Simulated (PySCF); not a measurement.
PySCF 2.14 output of an unrestricted PBE calculation on a single atom or ion in aug-cc-pV(5+d)Z, with no relativity, point nucleus:

```
SCF conv_tol = 1e-09
number electrons alpha = 9  beta = 8
    J. P. Perdew, K. Burke, and M. Ernzerhof.,  Phys. Rev. Lett. 77, 3865 (1996)
    J. P. Perdew, K. Burke, and M. Ernzerhof.,  Phys. Rev. Lett. 78, 1396 (1997)
    J. P. Perdew, K. Burke, and M. Ernzerhof.,  Phys. Rev. Lett. 77, 3865 (1996)
    J. P. Perdew, K. Burke, and M. Ernzerhof.,  Phys. Rev. Lett. 78, 1396 (1997)
cycle= 1 E= -459.972611555682  delta_E= -0.0118  |g|= 0.0216  |ddm|= 4.63
cycle= 2 E= -459.972749488836  delta_E= -0.000138  |g|= 0.011  |ddm|= 0.148
cycle= 3 E= -459.972803377588  delta_E= -5.39e-05  |g|= 0.00534  |ddm|= 0.0183
cycle= 4 E= -459.972811598989  delta_E= -8.22e-06  |g|= 0.000296  |ddm|= 0.0282
cycle= 5 E= -459.972811652399  delta_E= -5.34e-08  |g|= 4e-05  |ddm|= 0.00176
cycle= 6 E= -459.972811653213  delta_E= -8.13e-10  |g|= 3.51e-06  |ddm|= 0.000102
converged SCF energy = -459.972811653213  <S^2> = 0.75333822  2S+1 = 2.0033354
```

The run itself started from symmetry-adapted Hartree-Fock orbitals and held the occupation by maximum overlap, on a logarithmic radial grid, so the iterations belong to that start.

**Question.** Which element, charge and spin multiplicity is this?

**Answer.** Cl (chlorine, neutral), multiplicity 2; the state was [Ne] 3s2 3p5, 2P determinant.
